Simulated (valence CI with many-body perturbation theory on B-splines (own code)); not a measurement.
Results of a calculation; reference values are marked as such.
# Pb LII: what the settings do

Method: configuration interaction combined with many-body perturbation theory (CI+MBPT): three valence electrons over a frozen Dirac-Fock core [Ar] 3d10, a basis of 6 s, 6 p, 5 d, 3 f, 1 g functions for each j, with the one-electron correlation potential Σ1, the two-electron term Σ2, the three-electron term Σ3, Breit, model QED; selected CI, second order for the rest, scaled by the run's own slope (own B-spline code, finite nucleus).

The last digits are not significant, and no measured levels were compared; by estimate large intervals hold to a few tenths of a per cent, small ones and those within an open d or f shell to about a per cent.

The reference run has the lowest level (4s^2 4p1/2) J=1/2 and an ionisation energy of 3038.00 eV. Its largest variational space holds 2942 state functions.

Levels are named by their leading jj configuration (3d3/2^4 stands for four electrons in 3d with j = 3/2), which in mixed levels can hold well under half, so a name can repeat and another be missing. Letters in brackets count levels of one name in rising energy.

Changed runs:
A. shift of the energy in Σ1 (hartree) 0 → -48.6
B. scale of Σ2 1 → 0.8
C. QED terms on → off
D. size limit of the variational space 10000 → 100; second order for the rest on → off (bad on purpose)

Excitation energies of the reference run in cm⁻¹, and shifts in cm⁻¹:

| Level | Reference | A | B | C | D |
| --- | --- | --- | --- | --- | --- |
| (4s 4p1/2^2) J=1/2 | 952701 | +281 | -40 | +15664 | +44 |
| (4s^2 4p3/2) J=3/2 | 1370850 | -467 | -236 | -1178 | +717 |
| (4s 4p1/2 4p3/2) J=3/2 [a] | 2194680 | -178 | -1062 | +14365 | +47 |
| (4s 4p1/2 4p3/2) J=5/2 | 2275190 | -184 | -606 | +14275 | +517 |
| (4s 4p1/2 4p3/2) J=3/2 [b] | 2386070 | -186 | +260 | +13963 | +833 |
| (4s 4p1/2 4p3/2) J=1/2 | 2405230 | -191 | +973 | +14445 | +340 |
| (4s^2 4d3/2) J=3/2 | 2905720 | -100 | +1220 | +2704 | +780 |
| (4s^2 4d5/2) J=5/2 | 3175030 | -356 | +737 | +1861 | +493 |
| (4p1/2^2 4p3/2) J=3/2 | 3335680 | +93 | +543 | +29362 | +811 |
| (4s 4p3/2^2) J=5/2 | 3624110 | -639 | -614 | +12840 | +378 |
| (4s 4p1/2 4d3/2) J=3/2 [a] | 3655480 | +201 | -753 | +17810 | -2.7 |
| (4s 4p1/2 4d3/2) J=5/2 | 3727720 | +191 | -395 | +17723 | +693 |
| Ionisation energy (eV) | 3038.00 | -0.58 | +0.0014 | +0.10 | -0.11 |
